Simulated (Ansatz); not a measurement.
One change: `[SiH3]C1=CN1` becomes `FC1=CN1`.

Ansatz, PBE0-D4/def2-TZVP geometries, multiplicity 1. 

```
                                                                                  property  `[SiH3]C1=CN1`
                                          size of the dipole moment (B3LYP/def2-TZVPP) / D            1.81
ideal-gas entropy at 298 K and 1 bar (rigid rotor, harmonic PBE0-D4/def2-TZVP) / J/(mol·K)             308
                                            size of the dipole moment (PBE/def2-TZVPP) / D            1.71
                                                      HOMO–LUMO gap (PBE0/def2-TZVPP) / eV            5.38
                                                        HOMO energy (PBE0/def2-TZVPP) / eV           -6.20
                                                     HOMO–LUMO gap (B3LYP/def2-TZVPP) / eV            4.95
```

Task: What does the change do to each property? (Estimate.)

Result: Computed: 
```csv
property,`FC1=CN1`,shift
size of the dipole moment (B3LYP/def2-TZVPP) / D,1.66,-0.15
"ideal-gas entropy at 298 K and 1 bar (rigid rotor, harmonic PBE0-D4/def2-TZVP) / J/(mol·K)",271,-37
size of the dipole moment (PBE/def2-TZVPP) / D,1.54,-0.17
HOMO–LUMO gap (PBE0/def2-TZVPP) / eV,6.59,1.21
HOMO energy (PBE0/def2-TZVPP) / eV,-6.45,-0.25
HOMO–LUMO gap (B3LYP/def2-TZVPP) / eV,6.09,1.14
```

With PBE0 the HOMO falls by 0.25 eV and the LUMO rises by 0.95 eV, so the gap widens by about 1.20 eV. PBE moves the HOMO by -0.17 eV and ωB97M-V by -0.28 eV. The zero-point energy changes by -60.4 kJ/mol with -9 modes. Dipoles are sizes alone; their direction can turn.

B3LYP here is the variant with VWN-RPA as its local correlation; programs differ in this.
